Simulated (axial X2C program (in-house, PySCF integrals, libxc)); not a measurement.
**CoN along the bond: TPSSh, two-component**

Calculated with an axial X2C code built on PySCF integrals. Two-component (2c) means X2C with spin–orbit coupling and atomic mean-field two-electron Coulomb and Gaunt terms. Basis: Co dyall-cv3z [9s10p6d3f2g], N dyall-av3z [7s7p3d2f] (cores contracted in-house); Gaussian nuclei, density fitting, unrestricted open shells. Masses: Co 58.933 u, N 14.003 u.

State: Ω = 4 (⟨Sz⟩ = 2.00, ⟨Lz⟩ = 2.00 at TPSSh). Dipoles are positive if N is the positive end.

```
R (Å)   μ (D)  HOMO (eV)  LUMO (eV)
1.405  -2.986      -5.70      -4.19
1.470  -3.346      -5.74      -3.98
1.518  -3.576      -5.76      -3.82
1.567  -3.772      -5.79      -3.68
1.615  -3.930      -5.81      -3.62
1.671  -4.071      -5.71      -3.52
1.728  -4.174      -5.52      -3.40
1.801  -4.271      -5.30      -3.25
1.889  -4.352      -5.05      -3.10
2.019  -4.425      -4.75      -3.16
```

(1) The minimum lies at 1.605 Å. What is the dipole moment there, and its slope?

Occupations by symmetry block were frozen at the best pattern of an incomplete PBE0 search. Density functionals use the spin component along the axis (collinear). Other states lie close and PBE0, whose exact exchange favours high spin, may order them wrongly; the determinant shown need not be the ground state. The nearest other 2c determinant of the search, Ω = 3, lies 0.50 eV up at the distance of the search. Without a current term, density functionals place determinants with orbital angular momentum somewhat too high. With several unpaired electrons one determinant need not be a pure state. Open-shell Ω = 0 determinants with evenly filled partner blocks cannot be reached by this program, so the Ω shown need not be the lowest component.

## Answers

(1) At TPSSh, 2c, with the sign and origin stated: μ = -3.90 D, dμ/dR = -3.04 D/Å.
